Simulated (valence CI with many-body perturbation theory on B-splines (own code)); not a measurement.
## Which ion has this spectrum?

A relativistic CI+MBPT calculation for an atom or ion with 5 electrons gives these levels (Ry):

| J | Parity | E | g |
| --- | --- | --- | --- |
| 1/2 | odd | 0.00 | 0.62 |
| 1/2 | even | 18.13 | 2.05 |
| 3/2 | odd | 83.51 | 1.30 |
| 3/2 | even | 96.23 | 1.62 |
| 5/2 | even | 99.13 | 1.31 |
| 1/2 | even | 104.07 | 1.26 |
| 3/2 | even | 104.22 | 0.97 |
| 3/2 | odd | 123.10 | 1.32 |
| 5/2 | even | 181.05 | 1.42 |
| 1/2 | even | 188.54 | 1.92 |
| 3/2 | even | 188.59 | 1.17 |
| 3/2 | odd | 203.25 | 1.44 |
| 5/2 | odd | 204.90 | 1.17 |
| 1/2 | odd | 208.83 | 0.62 |

The energies are calculated, and their last digits are not significant.

Which is it?
A. Tm64+
B. Yb65+
C. Ho62+
D. Lu66+

B. Yb65+, ground level (2s^2 2p1/2) J=1/2.
